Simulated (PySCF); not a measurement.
Sn(Cl)(Br)2(OH), SMILES [OH][Sn]([Cl])([Br])[Br] (HBr2ClOSn), PBE0/def2-SVP optimised geometry.

```
6

O     -1.44    -2.13     1.58
Sn    -0.78    -1.17     0.00
Cl     1.55    -1.17     0.00
Br    -1.63    -2.39    -1.95
Br    -1.55     1.17     0.00
H     -1.17    -1.69     2.40
```

Density from PBE0/def2-TZVP, def2 effective core potentials past Kr (PySCF) at that geometry. The core electrons that the potentials of Sn replace are not part of the density.

Minimum of the electron density along straight lines between bonded atoms, close to the bond critical point (lines longer than 1.1 times the sum of covalent radii, or with two minima, are not listed):

| bond | length / Å | ρ at the minimum / e bohr⁻³ | ∇²ρ there / e bohr⁻⁵ | position (fraction from the first atom) |
|---|---|---|---|---|
| O1–Sn2 | 1.962 | 0.125 | 0.47 | 0.49 |
| Sn2–Cl3 | 2.331 | 0.090 | 0.17 | 0.47 |
| Sn2–Br4 | 2.453 | 0.084 | 0.10 | 0.47 |
| Sn2–Br5 | 2.468 | 0.081 | 0.10 | 0.47 |
| O1–H6 | 0.967 | 0.352 | -2.36 | 0.81 |
